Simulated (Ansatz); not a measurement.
Isolated molecules relaxed with PBE0-D4/def2-TZVP in Ansatz; ΔE leaves out vibrations. CCSD(T)/CBS adds triple-zeta CCSD(T) − MP2 to the extrapolated MP2 energy (def2 sets, frozen cores). This one scheme is used for every species, atoms too. Functionals use def2-TZVPP. Open shells (•) are unrestricted, without spin–orbit coupling. Spin–orbit coupling would lower the free atoms: a little for F. One conformer a species, not always the lowest.

`F[SiH2]O[SiH3]` → F• + `[SiH2]O[SiH3]`•  (homolysis of the F–Si bond)

CCSD(T)/CBS gives +683.6 kJ/mol.

Task: Another level gave +669.8 kJ/mol. Which?
A. CAM-B3LYP-D4/def2-TZVPP
B. PBE0-D4/def2-TZVPP
C. revPBE/def2-TZVPP
D. BLYP-D4/def2-TZVPP

Result: A. CAM-B3LYP-D4 669.8, BLYP-D4 656.6, revPBE 632.5, PBE0-D4 647.5 kJ/mol.

Largest T1 diagnostic among the species: 0.014.

From r2SCAN to r2SCAN0 (25 % exact exchange), in def2-TZVPP and without D4, ΔE moves by −15.1 kJ/mol: exact exchange takes away binding that semilocal exchange gives to molecules. Leaving LDA and LC-ωPBE aside and taking each functional with its dispersion term where it has one, the values, not all of them listed here, spread over 38.5 kJ/mol, from revPBE-D4 to ωB97M-V. LDA lies +89.8 kJ/mol from PBE without D4, its usual overbinding.

CCSD(T)/CBS has its own doubt, a few kJ/mol and more with outer-core shells, so smaller differences from it don't rank the levels.
